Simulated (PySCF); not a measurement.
Sn(Me)2(Cl)2 (C2H6Cl2Sn), SMILES [CH3][Sn]([CH3])([Cl])[Cl].

Geometry: r2SCAN-D4/def2-SVP. The isomer is the one that the SMILES or the coordinates give; other isomers of the formula were not compared. The def2 effective core potentials stand for the cores of Sn; spin–orbit coupling is left out.

Method: r2SCAN-D4/def2-SVP run with PySCF.

Frequencies are harmonic and unscaled.

### Question
Estimate the vibrational spectrum. (The exact figures need the calculation; the answer reports its results.)

### Answer

```
mode  ν (cm⁻¹)  IR (km/mol)  moving atoms (share of kinetic energy)
----  --------  -----------  --------------------------------------
1           21          0.0                                 H 100 %
2           27          0.0                                  H 99 %
3          103          1.2                 Cl 53 %, C 31 %, H 14 %
4          111          0.0                 C 46 %, Cl 31 %, H 22 %
5          124          5.4        Cl 32 %, C 29 %, Sn 22 %, H 17 %
6          129          2.1        C 46 %, H 27 %, Sn 15 %, Cl 12 %
7          130         10.5        Cl 36 %, C 26 %, Sn 25 %, H 14 %
8          360         31.1                        Cl 83 %, Sn 15 %
9          372         61.8                        Cl 73 %, Sn 27 %
10         512         13.5                          C 75 %, H 18 %
11         547         23.4                 C 66 %, H 18 %, Sn 16 %
12         722         25.4                          H 84 %, C 15 %
13         735          0.0                          H 84 %, C 16 %
14         775         74.9                          H 81 %, C 18 %
15         791         61.7                          H 81 %, C 18 %
16        1194          0.7                          H 81 %, C 19 %
17        1201          0.6                          H 83 %, C 17 %
18        1418          1.8                                  H 95 %
19        1421          0.5                                  H 95 %
20        1422          3.6                                  H 95 %
21        1428          7.5                                  H 95 %
22        3056          1.3                                  H 98 %
23        3057          1.3                                  H 98 %
24        3184          0.0                          H 90 %, C 10 %
25        3184          0.2                          H 90 %, C 10 %
26        3190          0.4                          H 90 %, C 10 %
27        3191          0.0                          H 90 %, C 10 %
```
